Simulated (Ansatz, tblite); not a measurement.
Cost and result up the ladder for the cluster MoS3⁻ (4 atoms). The state is a doublet with charge -1. Geometry: PBE0-D4/def2-SVPD.

```
atom   x (Å)   y (Å)   z (Å)
 Mo1   0.001  -0.001  -0.001
  S2  -0.741  -1.550   1.304
  S3   1.640   1.249   0.633
  S4  -0.901   0.302  -1.936
```

Ansatz on 4 threads of Arm Neoverse V2 on a shared host; xTB runs through tblite on one thread. Times are rough, summed over both states, and most runs start from the orbitals of an earlier one. ωB97M-V/def2-TZVPD serves as the yardstick here, not as an exact answer. The other state is a quartet at its own geometry.

In the def2 sets Mo takes a core potential; there is no spin–orbit coupling. The xTB rows come from tblite. LC-ωPBE has ω = 0.4 bohr⁻¹. Correlated methods freeze 15 core orbitals; core or outer-core shells of Mo are correlated, in sets that lack core-valence functions. The structure comes from a short search, and lower isomers may exist.

Run but left out: HF/STO-3G, HF/def2-SVPD, HF/def2-TZVPD, MP2/def2-SVPD, MP2/def2-TZVPD, CCSD/def2-SVPD, CCSD(T)/def2-SVPD (doublet: ⟨S²⟩ 1.72 to 2.23, where a pure state has 0.75).

Correlated methods converge slowly with the basis.

xTB has no spin-polarisation term.

```
                                level  functions  wall time  quartet − doublet (eV)  difference from ωB97M-V/def2-TZVPD (eV)                                  remarks
                             GFN1-xTB         36    0.008 s                    2.35                                     0.69                                        –
                             GFN2-xTB         36     0.01 s                    1.88                                     0.22                                        –
                    PBE-D4/def2-TZVPD        178        7 s                    1.83                                     0.17                HOMO above zero (quartet)
                   RPA@PBE/def2-TZVPD        178       11 s                    1.77                                     0.11                                        –
                   PBE0-D4/def2-TZVPD        178       16 s                    1.68                                     0.02                                        –
                 r2SCAN-D4/def2-TZVPD        178       16 s                    1.78                                     0.12                                        –
                   LC-ωPBE/def2-TZVPD        178       17 s                    1.49                                    -0.16  spin-contaminated (⟨S²⟩ 0.84) (doublet)
                    B2PLYP/def2-TZVPD        178       18 s                    1.97                                     0.31  spin-contaminated (⟨S²⟩ 0.87) (doublet)
CAM-B3LYP-D4/def2-TZVPD (with forces)        178       20 s                    1.60                                    -0.06                                        –
                   ωB97X-V/def2-TZVPD        178       45 s                    1.66                                     0.00                                        –
                   ωB97M-V/def2-TZVPD        178       57 s                    1.66                                     0.00                                        –
```
